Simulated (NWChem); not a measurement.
Total energies of Te

```
Te
```
Charge 0, spin multiplicity 3.

All runs are NWChem calculations.

Basis set: def2-QZVP (82 functions).

| method | total energy (Ha) | relative cost |
|---|---|---|
| UHF | -267.00694 | 1 |
| UMP2 | -267.57169 | under 3 |
| UB2PLYP | -267.85889 | under 3 |
| UPBE | -267.97446 | under 3 |
| UB3LYP | -268.07522 | under 3 |
| ULC-wPBE (omega 0.3 per bohr) | -268.01258 | 4 |

Total energies of different functionals aren't comparable as a measure of quality: only differences taken within one method are. Relative cost: rough, from shared machines, SCF included, UHF = 1.

Effective core potentials replace the inner electrons of Te; spin-orbit coupling is left out. The correlated methods keep 4 core orbitals frozen. B3LYP has NWChem's definition, with VWN1-RPA local correlation. GW and range-separated runs recompute their integrals, the others keep them in memory, which bears on the times. The stability of the SCF solutions was not checked. Open-shell Hartree-Fock references start from PBE0 orbitals; any time given for them includes that run.
